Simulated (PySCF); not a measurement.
C2H5BCl2, SMILES CCB(Cl)Cl. Atoms are numbered in the order given.

```xyz
10

B     -0.1130    -0.1796     0.0000
Cl     1.6239     0.1334     0.0000
Cl    -0.6399    -1.8670     0.0000
C     -1.1706     0.9786     0.0000
C     -0.6541     2.4197     0.0000
H     -1.8392     0.7904    -0.8728
H     -1.8392     0.7904     0.8728
H     -0.0255     2.6238     0.8900
H     -0.0255     2.6238    -0.8900
H     -1.4861     3.1518     0.0000
```
Charge 0, spin multiplicity 1.

Geometry: PBE-D3(BJ)/def2-SVP. One conformer was computed; it need not be the lowest.

The numbers are results of PySCF 2.14.0 with PBE-D3(BJ)/def2-SVP, not measurements.

Frequencies are harmonic and unscaled.

Computed harmonic wavenumbers and intensities:
```tsv
mode	ν (cm⁻¹)	IR (km/mol)	moving atoms (share of kinetic energy)
1	31	0.7	H 56 %, C 33 %, Cl 10 %
2	170	0.3	Cl 44 %, C 34 %, H 19 %
3	198	0.2	H 82 %, C 10 %
4	258	1.7	Cl 70 %, C 19 %
5	366	1.8	Cl 42 %, C 41 %, H 15 %
6	374	0.0	B 52 %, H 42 %
7	532	5.3	Cl 42 %, C 38 %, H 14 %
8	682	14.7	H 54 %, B 25 %, C 20 %
9	900	177.3	B 47 %, H 40 %, Cl 9 %
10	943	0.0	H 79 %, C 15 %
11	952	95.2	B 38 %, C 33 %, H 24 %
12	1038	111.7	B 38 %, H 32 %, C 27 %
13	1073	62.6	H 44 %, C 31 %, B 23 %
14	1199	0.3	H 80 %, C 19 %
15	1287	61.5	C 46 %, H 41 %, B 13 %
16	1342	5.1	H 89 %, C 10 %
17	1357	1.7	H 80 %, C 20 %
18	1423	14.0	H 95 %
19	1425	7.8	H 97 %
20	2951	17.1	H 94 %
21	2977	24.4	H 97 %
22	2984	1.9	H 91 %, C 9 %
23	3065	17.7	H 91 %, C 9 %
24	3066	14.5	H 91 %, C 9 %
```
